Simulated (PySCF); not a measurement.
Match the calculated data to a structure.

All candidates are C8H10FN.

- NMR, other nuclei: isotropic shieldings of nuclei other than C and H, by class: -35 (1 N), 428 (1 F) ppm [GIAO PBE0/pcSseg-1]
- Rotational structure: rotational constants A, B, C: 1.637, 1.122, 0.795 GHz [GFN2-xTB]
- 1H NMR: chemical shifts (computed TMS as zero) by class: 4.98 (1 H), 4.26 (1 H), 2.70 (1 H), 2.67 (1 H), 2.53 (1 H), 1.85 (1 H), 1.57 (1 H), 1.26 (3 H) ppm [GIAO PBE0/pcSseg-1]
- 13C NMR: chemical shifts (computed TMS as zero) by class: 122.9 (1 C), 90.9 (1 C), 84.2 (1 C), 79.7 (1 C), 41.8 (1 C), 26.2 (1 C), 22.9 (1 C), 22.7 (1 C) ppm [GIAO PBE0/pcSseg-1]
- Dipole: 3.79 D [PBE0/pcSseg-1]

Electronic properties: PySCF, gas phase, density fitting. Levels stand in brackets. The structure is a single GFN2-xTB conformer in the gas phase; no vibrational or solvent corrections. NMR classes are plain means over equivalent atoms (diastereotopic ones count apart unless rotation or inversion swaps them), as if these changed places fast.

Question: Which candidate is it?
A. `C#CC[C@](C)(CF)CC#N`
B. `N#CC[C@@H](F)C=C1CCC1`
C. `CC1=CCN[C@H]1C#CCF`

Answer: A. It is `C#CC[C@](C)(CF)CC#N`. Numbering: `[CH:1]#[C:2][CH2:3][C@:4]([CH3:5])([CH2:6][F:7])[CH2:8][C:9]#[N:10]`. Its formula, C8H10FN, gives 4 degrees of unsaturation: 0 rings and 4 π bonds in the structure found. 8 carbons fall into 8 classes; from least to most shielded: nitrile carbon [C9] (122.9 ppm), sp3 C–F carbon [C6] (90.9 ppm), alkyne carbon [C2] (84.2 ppm), terminal alkyne carbon [C1] (79.7 ppm), quaternary sp3 carbon [C4] (41.8 ppm), propargylic carbon [C3] (26.2 ppm), methyl carbon [C5] (22.9 ppm), sp3 carbon next to a nitrile [C8] (22.7 ppm). Hydrogen classes from least to most shielded: 1 H on an sp3 C–F carbon, C6 (4.98 ppm), 1 H on an sp3 C–F carbon, C6 (4.26 ppm), 1 H on an sp3 carbon next to a nitrile, C8 (2.70 ppm), 1 H on a propargylic carbon, C3 (2.67 ppm), 1 H on an sp3 carbon next to a nitrile, C8 (2.53 ppm), 1 H on a propargylic carbon, C3 (1.85 ppm), 1 H on a terminal alkyne carbon, C1 (1.57 ppm), 3 H on a methyl carbon, C5 (1.26 ppm, a mean of values up to 0.8 ppm apart in this geometry). The other shieldings belong to: -35 ppm, nitrile nitrogen [N10]; 428 ppm, alkyl fluorine [F7]. The optimised geometry has point group C1 and is an asymmetric top.

The others, at the same levels:
- `CC1=CCN[C@H]1C#CCF` fails: its computed 13C shifts are 145.7 (1 C), 132.1 (1 C), 99.9 (1 C), 86.1 (1 C), 73.7 (1 C), 61.9 (1 C), 57.7 (1 C), 16.8 (1 C) ppm, 1H shifts are 5.68 (1 H), 5.37 (1 H), 5.29 (1 H), 4.71 (1 H), 4.28 (1 H), 4.09 (1 H), 1.96 (3 H), 0.87 (1 H) ppm and rotational constant A is 2.425 GHz (against 1.637 GHz).
- `N#CC[C@@H](F)C=C1CCC1` fails: its computed 13C shifts are 158.4 (1 C), 127.5 (1 C), 121.2 (1 C), 89.9 (1 C), 30.9 (1 C), 29.7 (1 C), 25.9 (1 C), 16.3 (1 C) ppm, 1H shifts are 5.65 (1 H), 5.36 (1 H), 3.30 (1 H), 2.96 (1 H), 2.91 (1 H), 2.86 (1 H), 2.79 (1 H), 2.51 (1 H), 2.13 (2 H) ppm and rotational constant A is 1.803 GHz (against 1.637 GHz).

Each candidate is one conformer, not necessarily the lowest. The conformers computed, where there is a choice (atom-mapped SMILES and torsion angles):
- `[CH:1]#[C:2][CH2:3][C@:4]([CH3:5])([CH2:6][F:7])[CH2:8][C:9]#[N:10]`: C2–C3–C4–C5 -62°, C3–C4–C6–F7 180°, C3–C4–C8–C9 57°
- `[N:1]#[C:2][CH2:3][C@@H:4]([F:5])[CH:6]=[C:7]1[CH2:8][CH2:9][CH2:10]1`: C2–C3–C4–F5 174°, C3–C4–C6–C7 103°

The conformers of `CC1=CCN[C@H]1C#CCF` aren't listed.
